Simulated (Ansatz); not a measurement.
Basis sets compared for closo-1-SB6 (no H on S) (B6H6S). The state is a singlet with charge 0. Geometry PBE0-D4/def2-SVP. Ansatz on 4 threads of Arm Neoverse V1 on a shared host; times are rough, and most runs start from earlier orbitals.

Cartesian coordinates in Å:
```
B -1.313 0.599 0.078
B -0.175 0.850 -1.155
B 0.846 -1.022 0.572
B 1.160 -0.151 -0.849
B 0.419 0.721 0.534
B -0.682 -0.559 1.145
S -0.645 -1.111 -0.822
H -2.438 1.008 0.080
H -0.367 1.466 -2.164
H 1.493 -1.942 0.982
H 2.063 -0.357 -1.607
H 0.928 1.597 1.182
H -1.288 -1.099 2.024
```

Another isomer (singlet) lies 0.72 eV lower at PBE0-D4/def2-TZVP; other spin states weren't run for this one.

Binding counts from free atoms (B doublet, S triplet, H doublet) in the same basis, without a counterpoise term.

```csv
level,functions,energy (Eh),HOMO (eV),LUMO (eV),binding per atom (eV),wall time
HF/STO-3G,45,-542.9063,-9.31,6.30,4.36,0.25 s
PBE-D4/def2-SVP,132,-550.2857,-6.79,-2.02,4.19,1.5 s
PBE0-D4/def2-SVP,132,-550.3643,-7.99,-1.08,4.16,1.7 s
```

(1) Estimate the rows for HF/def2-TZVP, PBE-D4/def2-TZVP (with forces), PBE0-D4/def2-TZVP.

Results:

(1) 
| level | functions | energy (Eh) | HOMO (eV) | LUMO (eV) | binding per atom (eV) | wall time |
| --- | --- | --- | --- | --- | --- | --- |
| HF/def2-TZVP | 259 | -549.1459 | -10.55 | 2.19 | 3.04 | 2.5 s |
| PBE-D4/def2-TZVP (with forces) | 259 | -550.5811 | -6.83 | -2.24 | 4.15 | 3.7 s |
| PBE0-D4/def2-TZVP | 259 | -550.6546 | -7.97 | -1.29 | 4.11 | 4.3 s |
